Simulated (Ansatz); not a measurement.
`[F][Ga]([Br])[Br]` + H–F → `[F][Ga]([F])[Br]` + HBr  (ligand exchange at a Ga–Br bond)

Program: Ansatz. Geometries: PBE0-D4/def2-TZVP. ΔE: electronic, gas phase. CCSD(T)/CBS is the MP2 limit (def2-TZVPP, def2-QZVPP) plus CCSD(T) − MP2 in def2-TZVPP, frozen cores. This one scheme is used for every species. For Br, Ga outer-core shells are correlated without core-valence functions, which leaves a few kJ/mol of doubt a bond. Scalar relativity is left out up to krypton.

`[F][Ga]([Br])[Br]`:

Z-matrix (Å, degrees):
```
Ga
F 1 1.737
Br 1 2.250 2 117.8
Br 1 2.250 2 117.8 3 180.0
```

H–F:

Z-matrix (Å, degrees):
```
F
H 1 0.920
```

`[F][Ga]([F])[Br]`:

```xyz
4

F     0.292   -1.201    1.289
Ga   -0.041   -0.091    0.004
F    -1.132   -0.653   -1.217
Br    0.882    1.945   -0.076
```

HBr:

Cartesian coordinates in Å:
```
Br 0.119 -0.700 0.009
H -0.119 0.700 -0.009
```

```csv
species,CCSD(T)/def2-TZVPP energy (Eh)
`[F][Ga]([Br])[Br]`,-7168.78142
H–F,-100.34454
`[F][Ga]([F])[Br]`,-4695.79978
HBr,-2573.30857
```

Question: Work out ΔE.

Answer: ΔE = (-4695.79978) + (-2573.30857) − (-7168.78142) − (-100.34454) = 0.01761 Eh = +11.1 kcal/mol. CCSD(T)/CBS gives +12.7 kcal/mol.

Question: What do rigid-rotor, harmonic-oscillator terms from PBE0-D4/def2-TZVP frequencies (298.15 K, 1 bar) make of the CCSD(T)/CBS value? (Estimate.)

Answer: Computed: ΔZPE = -1.4 kcal/mol, ΔH = +11.1 kcal/mol, ΔS = 2 J/(mol·K), ΔG = +10.9 kcal/mol.

Largest T1 diagnostic among the species: 0.012.

From BLYP to BHLYP (50 % exact exchange), in def2-TZVPP and without D4, ΔE moves by +2.4 kcal/mol. Leaving LDA and LC-ωPBE aside and taking each functional with its dispersion term where it has one, the values, not all of them listed here, spread over 3.7 kcal/mol, from B97M-V to HSE06-D4.
